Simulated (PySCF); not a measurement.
C₆H₉N₂ (doublet state).
Cartesian coordinates in Å at the GFN2-xTB level; atoms count from 1:
```xyz
17
C6H9N2 angstrom
N      2.2942    0.2856    0.4563
C      0.9375    0.0651    0.5509
C      0.2898   -1.2202    0.1429
C     -1.1126   -0.7209   -0.3173
C     -0.7900    0.1698   -1.4839
N     -0.1774    1.2236   -1.0992
C     -0.1026    1.1340    0.3602
C     -1.3806    0.3658    0.7315
H      2.5577    1.2524    0.3315
H      2.8140   -0.3502   -0.1374
H      0.1726   -1.9105    0.9817
H      0.8349   -1.7436   -0.6521
H     -1.8581   -1.4980   -0.4598
H     -0.9078   -0.0808   -2.5227
H      0.0885    2.0988    0.8217
H     -2.2865    0.9360    0.5289
H     -1.3805    0.0049    1.7569
```

The hyperfine couplings belong to this conformer and change with its torsions.

The species is `[C@@H]12C[C]([C@H](C2)N=C1)N` [radical].

Computed, not measured: UKS B3LYP, pcH-1 on C H N, non-relativistic, mean-field spin-orbit, GIAO in PySCF. The structure is a single GFN2-xTB conformer in the gas phase; no vibrational or solvent corrections. Couplings are sensitive to structure, and on GFN2-xTB geometries they can be far from those on DFT ones. The SCF solution wasn't tested for stability.

The largest Mulliken spin populations are on C2 (+0.75), N1 (+0.15) and C5 (+0.10). The angles at C2 add up to 353.1°, so it is slightly pyramidal.

(1) How do the β-proton couplings of this frozen conformer go with θ, the angle between the C–H bond and the normal to the plane of the spin centre's three neighbours, both seen down the bond from centre to carbon?

Answers

(1) 
```csv
β H,on,centre,θ (°),cos²θ,a (G)
H11,C3,C2,13,0.95,+22.46
H12,C3,C2,44,0.51,+12.79
H15,C7,C2,64,0.19,+3.68
```

Fitting the Heller–McConnell form a = ρ(B0 + B2 cos²θ), with Mulliken ρ = 0.75, gives B0 = -0.6 G and B2 = 32.7 G, with a largest miss of 0.8 G. By this fit the coupling would be 24.0 G at θ = 0° and -0.5 G at 90°.

Couplings in gauss use g_iso = 2.0027.
